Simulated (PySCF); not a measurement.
Simulated Cl 2p region for `[Cl][Ti]([Cl])([Cl])[Cl]`, binding energy against the vacuum level.

Every computed line was given a Gaussian of 0.6 eV full width at half maximum and an area set by the number of equivalent atoms (split 2:1 within a doublet); the highest printed point is 100. Method: delta-SCF UKS SCAN, pcX-2 on the ionised atom, pcseg-1 elsewhere, spin-free X2C (PySCF 2.14.0).

binding energy (eV), intensity and a bar:
```
    205.3          0 
    205.4          1 
    205.5          3 #
    205.6          7 ##
    205.7         17 #####
    205.8         32 ##########
    205.9         54 ################
    206.0         77 #######################
    206.1         95 ############################
    206.2        100 ##############################
    206.3         90 ###########################
    206.4         70 #####################
    206.5         46 ##############
    206.6         26 ########
    206.7         13 ####
    206.8          5 ##
    206.9          2 #
    207.0          1 
    207.1          1 
    207.2          2 #
    207.3          5 ##
    207.4         11 ###
    207.5         21 ######
    207.6         32 ##########
    207.7         43 #############
    207.8         50 ###############
    207.9         49 ###############
    208.0         41 ############
    208.1         29 #########
    208.2         18 #####
    208.3         10 ###
    208.4          4 #
    208.5          2 
    208.6          1 
    208.7          0
```

Task: How many maxima does the curve show, and how many computed lines lie under it?

Result: The curve has 2 maxima (at 206.2 and 207.8 eV). Under it lie 2 lines from 1 inequivalent chlorine site, drawn as a 2p3/2, 2p1/2 pair.

Task: Decompose the envelope and assign each component. Numbering: `[Cl:1][Ti:2]([Cl:3])([Cl:4])[Cl:5]`.

Result: 
| position (eV) | relative area | line | atoms | environment |
| --- | --- | --- | --- | --- |
| 206.18 | 2.67 | Cl 2p3/2 | Cl1/Cl3/Cl4/Cl5 | chlorine bonded to Ti |
| 207.84 | 1.33 | Cl 2p1/2 | Cl1/Cl3/Cl4/Cl5 | chlorine bonded to Ti |

Task: What are the centre and the root-mean-square width of the whole band?

Result: The area-weighted mean of the lines is 206.73 eV. Their own spread about it is 0.78 eV (rms) and each Gaussian has σ = 0.6/2.355 = 0.25 eV; the variances add, which gives 0.82 eV.

Shake-up satellites, vibrational structure and lifetime widths aren't simulated. The first atom of each set that the bonding makes equivalent was ionised and stands for the set. 2p3/2 and 2p1/2 are the ΔSCF energy of one spin-free 2p hole plus the eigenvalues of a spin–orbit and ligand-field matrix of the shell. 2p1/2 minus 2p3/2 (ligand field included): Cl 1.65 eV. Geometry: PBE0-D3(BJ)/def2-SVP; no solvent, vibrations or thermal averaging.

The run took 16 s wall on one thread, Intel Xeon Platinum 8375C at 2.90 GHz (x86_64), shared host with 64 logical CPUs at a one-minute load of 16, and the process peaked at 0.43 GiB of memory.
